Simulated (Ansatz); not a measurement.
Relaxation of MnO₂⁻ with RKS PBE0-D4/def2-TZVPD.

```sh
$ ansatz run in.yaml --threads 4 --pin off --events-out ev --progress --plain --max-ram 3916MiB
```

```yaml
crystal:
  periodic: [false, false, false]
  atoms:
    - {symbol: Mn, position_ang: [-0.000270, -0.001030, 0.000870]}
    - {symbol: O, position_ang: [-1.035760, -0.552330, -0.995580]}
    - {symbol: O, position_ang: [1.036030, 0.553360, 0.994710]}
basis:
  gaussian: {orbitals: def2-TZVPD}
total_charge: -1
hamiltonian: {xc: pbe0, dispersion: d4}
scf: {lower_state_search: "off"}
output: {orbitals: {seedname: orbitals}}
relax: {f_tol: 0.02, max_steps: 100}
```

Hardware: 4 threads of Arm Neoverse N1 on a shared host. Wall time 19 s.

Positions (Å) and forces (eV/Å) at steps 1, 2, 4, 6, 7, 8, 9, 10, 11 of 11:

```xyz
3
step=1 energy=-35403.8437 eV
Mn    0.000   -0.001    0.001   -0.007   -0.021    0.015
O    -1.036   -0.552   -0.996   -3.352   -1.780   -3.231
O     1.036    0.553    0.995    3.358    1.801    3.215
3
step=2 energy=-35404.1611 eV
Mn    0.000   -0.001    0.001   -0.004   -0.014    0.011
O    -1.068   -0.569   -1.027   -1.211   -0.641   -1.171
O     1.068    0.571    1.026    1.215    0.654    1.160
3
step=4 energy=-35404.2215 eV
Mn   -0.001   -0.005    0.004   -0.008   -0.030    0.025
O    -1.091   -0.580   -1.050   -0.005    0.010   -0.021
O     1.092    0.585    1.046    0.013    0.020   -0.004
3
step=6 energy=-35404.2236 eV
Mn   -0.005   -0.017    0.014   -0.030   -0.110    0.092
O    -1.088   -0.573   -1.054   -0.044    0.024   -0.102
O     1.092    0.590    1.040    0.073    0.086    0.010
3
step=7 energy=-35404.2635 eV
Mn   -0.023   -0.087    0.073   -0.091   -0.340    0.283
O    -1.086   -0.542   -1.091    0.684    0.510    0.471
O     1.109    0.629    1.018   -0.593   -0.171   -0.755
3
step=8 energy=-35404.6013 eV
Mn   -0.061   -0.228    0.190   -0.305   -1.137    0.949
O    -0.998   -0.435   -1.083   -0.039    0.466   -0.658
O     1.059    0.663    0.893    0.344    0.670   -0.291
3
step=9 energy=-35404.7355 eV
Mn   -0.076   -0.285    0.238   -0.236   -0.881    0.735
O    -0.960   -0.390   -1.078   -0.023    0.365   -0.503
O     1.036    0.675    0.840    0.259    0.516   -0.232
3
step=10 energy=-35404.8161 eV
Mn   -0.095   -0.352    0.294   -0.021   -0.078    0.065
O    -0.911   -0.335   -1.068    0.013    0.040   -0.030
O     1.006    0.688    0.774    0.008    0.038   -0.035
3
step=11 energy=-35404.8167 eV
Mn   -0.096   -0.359    0.299   -0.001   -0.002    0.002
O    -0.906   -0.330   -1.066   -0.002    0.000   -0.003
O     1.002    0.688    0.767    0.002    0.002    0.001
```

The restricted singlet is unstable: a solution with broken spin symmetry lies lower. The relaxation made no stability test and no search for a lower SCF solution. At PBE0-D4/def2-TZVPD a quintet of charge -1 lies 2.03 eV below the restricted singlet, each at its own geometry. The structure comes from a short search, and lower isomers may exist.
